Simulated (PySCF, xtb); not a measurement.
C3H6F2Si, SMILES F[SiH2][C@@H]1C[C@@H]1F.

GFN2-xTB in xtb at its own geometry gives an orbital gap of 6.14 eV and a dipole moment of 1.61 D.

Geometry: PBE0-D3(BJ)/def2-SVP. The structure was generated by enumeration; whether it is a known compound was not checked. The values are those of a single conformer.

Task: What does PBE/def2-TZVP (PySCF) give? (Estimate from the structure and the level; the computed values follow.)

Result: gap 6.44 eV (levels -7.05 and -0.61 eV), dipole 2.00 D.
